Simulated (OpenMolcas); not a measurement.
# Ba+: effect of the active space

```
Program             : OpenMolcas 26.06
Method              : CASSCF
Basis               : ANO-RCC-VTZP
Scalar Hamiltonian  : DKH2, point nucleus
Spin-orbit coupling : state interaction with AMFI integrals over the reference wave functions, term energies averaged over their components
```

A. 1 electron in 4 orbitals (6s 6p); 2S+1 = 2 even, 1 root; 2S+1 = 2 odd, 3 roots; cost of the order of 10 core-seconds
B. 1 electron in 8 orbitals (6s 6p 7s 7p); 2S+1 = 2 even, 1 root; 2S+1 = 2 odd, 3 roots; cost roughly 10 core-seconds
C. 1 electron in 9 orbitals (5d 6s 6p); 2S+1 = 2 even, 6 roots; 2S+1 = 2 odd, 3 roots; cost of the order of 14 core-seconds

Energies in eV above 6s ²S_1/2, the measured ground level; measured values from NIST Handbook of Basic Atomic Spectroscopic Data.

```
     Level       A       B       C  Measured
 6s ²S_1/2  0.0000  0.0000  0.0000    0.0000
6p ²P°_1/2  2.2723  2.2723  2.2491    2.5121
6p ²P°_3/2  2.4008  2.4008  2.3776    2.7218
```

Deviations, from unrounded energies. A percentage is the sum of absolute deviations over the sum of measured energies, with the sign that they share, or ± where signs differ.

| Against measurement | Levels | A | B | C |
| --- | --- | --- | --- | --- |
| mean absolute deviation (cm-1) | 2 | 2300 | 2300 | 2400 |
| other configurations (%) | 2 | -10.7 | -10.7 | -11.6 |

A, B lie about equally close to measurement and C furthest from it. The largest miss of A in the table is 6p ²P°_3/2, by -2600 cm-1. The ranking rests on the paired levels alone, and a cruder setting can come out closer through cancelling errors.

Among A to C the level of the table that moves most is 6p ²P°_3/2, by 190 cm-1 (lowest in C, highest in B).

ANO sets are built for ground and valence states and can reach diffuse excited orbitals poorly. With one active electron the reference holds no correlation, so core polarisation is missing. With one active electron outside closed inactive shells, the extra shells (7p 7s) add no correlation to the reference (holds for B). Measured partners are found by configuration, term and J. A level has none where our copy of the source lacks it or the pairing is in doubt (some pairs that miss far off the trend of their configuration count as doubtful), and it then counts in no deviation. Levels of configurations outside the active space are missing. Levels that lie high or do not pair safely by name in every column are left out.

° marks odd parity.
